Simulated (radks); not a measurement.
Values are calculated unless marked as measured or tabulated.
The fluorine ion F2+, configuration [He] 2s2 2p3. Level of theory: scalar-relativistic Kohn-Sham, PBE, spin-polarised, spherical densities, point nucleus; open shells are filled with parallel spins first (a radial shooting solver on a logarithmic mesh with Libxc functionals).

Unscreened Slater integrals over Kohn-Sham orbitals (eV). They are taken over the spin-up orbitals.

integral,value
"F0(2p,2p)",28.371
"F2(2p,2p)",13.066
"F0(2p,2s)",27.604
"G1(2p,2s)",16.717
"F0(2p,1s)",39.976
"G1(2p,1s)",4.9630
"F0(2s,2s)",27.146
"F0(2s,1s)",38.340
"G0(2s,1s)",3.0435
"F0(1s,1s)",145.28

Derived for the open shells (J is the average intra-shell exchange parameter used in DFT+U). 2p: J = F2/5 = 2.613 eV.
